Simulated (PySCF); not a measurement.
C₆H₁₃, SMILES CC[CH]CCC, doublet, GFN2-xTB optimised geometry.

```
19

C     -1.49    -2.11    -1.37
C      0.04    -2.03    -1.26
C      0.54    -0.64    -1.25
C      0.86     0.10    -0.01
C      0.29     1.52     0.00
C     -1.23     1.52     0.00
H     -1.95    -1.61    -0.52
H     -1.83    -1.62    -2.28
H     -1.82    -3.14    -1.39
H      0.35    -2.54    -0.34
H      0.46    -2.58    -2.11
H      0.62    -0.12    -2.19
H      0.49    -0.46     0.85
H      1.95     0.18     0.10
H      0.66     2.06    -0.88
H      0.66     2.05     0.89
H     -1.60     1.01    -0.88
H     -1.61     1.01     0.88
H     -1.61     2.54     0.00
```

Density from unrestricted CAM-B3LYP/def2-SVP run with PySCF at that geometry.

Minimum of the electron density along straight lines between bonded atoms, close to the bond critical point (lines longer than 1.1 times the sum of covalent radii, or with two minima, are not listed):

| bond | length / Å | ρ at the minimum / e bohr⁻³ | ∇²ρ there / e bohr⁻⁵ | position (fraction from the first atom) |
|---|---|---|---|---|
| C1–C2 | 1.542 | 0.236 | -0.53 | 0.50 |
| C2–C3 | 1.479 | 0.267 | -0.64 | 0.50 |
| C3–C4 | 1.479 | 0.266 | -0.64 | 0.50 |
| C4–C5 | 1.537 | 0.241 | -0.55 | 0.50 |
| C5–C6 | 1.523 | 0.247 | -0.58 | 0.50 |
| C1–H7 | 1.087 | 0.278 | -1.03 | 0.63 |
| C1–H8 | 1.087 | 0.277 | -1.03 | 0.63 |
| C1–H9 | 1.088 | 0.277 | -1.02 | 0.63 |
| C2–H10 | 1.093 | 0.276 | -1.01 | 0.62 |
| C2–H11 | 1.095 | 0.274 | -0.99 | 0.62 |
| C3–H12 | 1.077 | 0.281 | -1.04 | 0.63 |
| C4–H13 | 1.093 | 0.275 | -1.00 | 0.62 |
| C4–H14 | 1.102 | 0.268 | -0.95 | 0.62 |
| C5–H15 | 1.092 | 0.276 | -1.01 | 0.62 |
| C5–H16 | 1.092 | 0.276 | -1.01 | 0.62 |
| C6–H17 | 1.087 | 0.277 | -1.03 | 0.63 |
| C6–H18 | 1.088 | 0.276 | -1.01 | 0.62 |
| C6–H19 | 1.088 | 0.276 | -1.02 | 0.63 |
